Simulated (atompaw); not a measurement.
# Reading a pseudo-wave (gadolinium)

Columns: radius, all-electron u(r) and pseudo u(r) of the 5s shell (level -51.05 eV) of gadolinium in the configuration [Kr] 4d10 4f7 5s2 5p6 5d1 6s1 6p1; PBE, scalar-relativistic, PAW (atompaw) scheme, atompaw 4.2.0.5.

```
r (bohr)  all-electron  pseudo
   0.108        0.0206  0.2278
   0.215        0.3105  0.4441
   0.323       -0.2585  0.6442
   0.431       -0.5506  0.8185
   0.538       -0.3992  0.9602
   0.646       -0.0293  1.0686
   0.754        0.3600  1.1408
   0.862        0.6719  1.1779
   0.969        0.8786  1.1825
   1.077        0.9915  1.1589
   1.185        1.0280  1.1116
   1.292        1.0097  1.0468
   1.400        0.9549  0.9685
   1.508        0.8785  0.8821
   1.615        0.7923  0.7929
   1.723        0.7026  0.7026
   1.831        0.6150  0.6150
   1.938        0.5337  0.5337
   2.046        0.4586  0.4586
   2.154        0.3914  0.3914
   2.262        0.3322  0.3322
   2.369        0.2810  0.2810
   2.477        0.2365  0.2365
   2.585        0.1982  0.1982
   2.692        0.1660  0.1660
   2.800        0.1384  0.1384
```

How many radial nodes do the two functions have?

The all-electron 5s function has n − l − 1 = 4 (the table is too coarse to show those close to the nucleus); the pseudo-wave has 0, since the states of the same l below it are removed with the core.

At about which radius was the pseudo-wave matched?

1.90 bohr. The columns agree to 0.0005 from 1.72 bohr on; several derivatives are matched, so the curves merge somewhat inside the radius.

Is the pseudo-wave norm-conserving?

No, it belongs to a PAW set: the norm inside the radius is not constrained, and the difference is carried by the augmentation charge.
